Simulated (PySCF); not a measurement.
Dipole response of Pb³⁺ (lead, charge +3)

[Xe] 4f14 5d10 6s1, 2S determinant. Calculation: PySCF 2.14, in def2-QZVPPD with the def2 core potential (60 electrons); a scalar-relativistic core potential. Coupled (time-dependent) response in atomic units; α is the mean over directions.

| method | mean α (bohr³) | C₆ (like pair) | S(−4) |
| --- | --- | --- | --- |
| LC-wPBE | 8.966 | 49.95 | 29.34 |

S(−4) is the Cauchy moment in α(ω) = α(0) + S(−4) ω² + …

α(iu) at LC-wPBE:

```json
{"u (hartree)": "0", "α(iu) (bohr³)": "8.966"}
{"u (hartree)": "0.0500", "α(iu) (bohr³)": "8.894"}
{"u (hartree)": "0.100", "α(iu) (bohr³)": "8.688"}
{"u (hartree)": "0.200", "α(iu) (bohr³)": "8.002"}
{"u (hartree)": "0.300", "α(iu) (bohr³)": "7.184"}
{"u (hartree)": "0.500", "α(iu) (bohr³)": "5.756"}
{"u (hartree)": "0.750", "α(iu) (bohr³)": "4.542"}
{"u (hartree)": "1.00", "α(iu) (bohr³)": "3.728"}
{"u (hartree)": "1.50", "α(iu) (bohr³)": "2.679"}
{"u (hartree)": "2.00", "α(iu) (bohr³)": "2.017"}
{"u (hartree)": "3.00", "α(iu) (bohr³)": "1.243"}
{"u (hartree)": "5.00", "α(iu) (bohr³)": "0.5876"}
```

For an ion, C₆ is the dispersion term alone; charge-induced terms of lower order in 1/R come first.

Energies and moments cover only the electrons outside the core potential. Spin-orbit coupling, which splits the p, d and f shells strongly at this Z, is absent.
